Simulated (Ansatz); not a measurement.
Born–Oppenheimer molecular dynamics of C₂H₁₀Al₂Si (15 atoms, charge 0, multiplicity 1). It starts from a relaxed structure.

Method: UHF/6-31G (Ansatz).

| Property | Result |
| --- | --- |
| ensemble | NVT, Langevin thermostat |
| time step | 0.5 fs |
| steps asked | 266 |
| set temperature | 1000 K |
| friction | 0.05 /fs |
| seed | 285820 |

First frame:

```xyz
15
Properties=species:S:1:pos:R:3
C -0.280 -1.310 2.074
C 0.829 -1.897 1.186
Al 0.963 -1.190 -0.683
Al -0.716 0.533 -1.714
Si -0.473 3.016 -1.631
H -0.160 -0.238 2.208
H -0.281 -1.757 3.064
H -1.264 -1.476 1.647
H 0.709 -2.980 1.111
H 1.801 -1.757 1.661
H 2.187 -1.750 -1.578
H -2.043 0.034 -2.485
H -0.592 3.635 -2.992
H -1.544 3.628 -0.776
H 0.842 3.459 -1.061
```

Task: How far do the bonds stretch over the last three quarters of this one trajectory? (Pairs bonded in most of those frames.)

Result: 
```csv
bond,mean (Å),spread (Å),shortest,longest
C1–C2,1.557,0.062,1.44,1.67
C1–H6,1.096,0.056,0.98,1.24
C1–H7,1.105,0.064,0.98,1.25
C1–H8,1.098,0.051,0.98,1.24
C2–Al3,1.971,0.058,1.86,2.05
C2–H9,1.102,0.037,1.02,1.20
C2–H10,1.116,0.088,0.96,1.30
Al3–Al4,2.676,0.049,2.58,2.77
Al3–H11,1.627,0.072,1.48,1.77
Al4–Si5,2.526,0.065,2.43,2.63
Al4–H12,1.649,0.095,1.46,1.88
Si5–H13,1.525,0.073,1.39,1.67
Si5–H14,1.526,0.080,1.33,1.73
Si5–H15,1.519,0.051,1.42,1.65
```

Mean temperature of the second half: 959 K. A run of 0.13 ps of so small a system gives no equilibrium averages. Limits of this set-up: no polarisation functions.

Run time: 14 min on 2 threads of Arm Neoverse N1, on a shared host, peak memory 0.22 GiB.
